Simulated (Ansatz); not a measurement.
The cluster Be₆S₅, relaxed as a singlet with RKS r2SCAN-D4/def2-SVP in Ansatz, starting from the GFN1-xTB geometry. Force threshold 0.02 eV/Å.

The structure comes from a short search, and lower isomers may exist.

Start:

```xyz
11

Be   -0.352   -0.755   -2.137
Be    0.083    1.720   -0.818
Be   -1.672    0.416    0.590
Be    1.342   -0.947   -1.166
Be   -0.344   -1.817    1.541
Be    1.413    0.617    0.876
S    -2.130   -1.255    1.585
S    -0.244    1.789    1.190
S     1.445   -1.428    0.857
S    -1.540    0.627   -1.482
S     2.000    1.034   -1.033
```

| step | energy (eV) | largest force component (eV/Å) | SCF passes |
| --- | --- | --- | --- |
| 1 | -56572.8589 | 1.341 | 17 |
| 2 | -56573.4109 | 0.507 | 23 |
| 3 | -56573.5341 | 0.266 | 19 |
| 4 | -56573.6317 | 0.310 | 24 |
| 5 | -56573.7157 | 0.398 | 19 |
| 6 | -56573.8763 | 0.485 | 20 |
| 7 | -56574.1014 | 0.638 | 20 |
| 8 | -56574.2960 | 0.510 | 19 |
| 9 | -56574.3726 | 0.479 | 25 |
| 10 | -56574.4035 | 0.082 | 19 |
| 11 | -56574.4046 | 0.046 | 20 |
| 12 | -56574.4054 | 0.016 | 20 |

Force components are those of the run's own axes.

End:

| atom | x (Å) | y (Å) | z (Å) |
| --- | --- | --- | --- |
| Be1 | -1.003 | -0.992 | -1.049 |
| Be2 | 0.082 | 1.560 | -0.824 |
| Be3 | -1.641 | 0.602 | 0.493 |
| Be4 | 1.243 | -0.966 | -0.781 |
| Be5 | -0.066 | -1.728 | 0.709 |
| Be6 | 1.466 | 0.637 | 0.865 |
| S7 | -2.020 | -1.408 | 0.794 |
| S8 | -0.168 | 1.844 | 1.236 |
| S9 | 1.807 | -1.367 | 1.250 |
| S10 | -1.696 | 0.889 | -1.566 |
| S11 | 1.997 | 0.930 | -1.125 |

Bonds formed: Be1–S7 (atoms count from 1). Metal–metal contacts that move far: Be1–Be5 3.83 to 2.12 Å, Be4–Be5 3.31 to 2.12 Å. The end is the same structure that another start reached, the lowest one found.

No frequencies were taken in this run, so the end may be a saddle point.

Hardware: 4 threads of Arm Neoverse V1 on a shared host. Wall time 51 s.
